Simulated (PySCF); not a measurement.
Computed shifts of a molecule CH₄FNOSi₂, PySCF with PBE/pcSseg-1, GIAO, gas phase, atoms alike by connectivity averaged where their shifts nearly agree, in ppm (number of nuclei): ¹⁹F: -217.1 (1). ²⁹Si: 16.3 (1), -41.1 (1). ¹⁵N: 267.7 (1). ¹³C: 170.3 (1). ¹H: 7.87 (1), 6.25 (1), 5.07 (1), 4.77 (1). References: ¹⁹F against CFCl3 (σ = 133.6 ppm); ²⁹Si against TMS (σ = 335.4 ppm); ¹⁵N against NH3 (σ = 267.0 ppm); ¹³C against TMS (σ = 182.0 ppm); ¹⁷O against H2O (σ = 334.3 ppm); ¹H against TMS (σ = 31.49 ppm), references at their B3LYP-D3(BJ)/def2-TZVP geometries, non-relativistic. Coordinates come from a r2SCAN-D4/def2-SVP optimisation. The values are those of a single conformer.

**Question.** Pick the molecule that these values belong to.
A) F[Si@H]1OC=N[SiH2]1
B) O[Si@@H]1N=C[Si@H]1F
C) F[Si@@H]1C=N[SiH2]O1
D) F[Si@H]1N=CO[SiH2]1

**Answer.** D, F[Si@H]1N=CO[SiH2]1
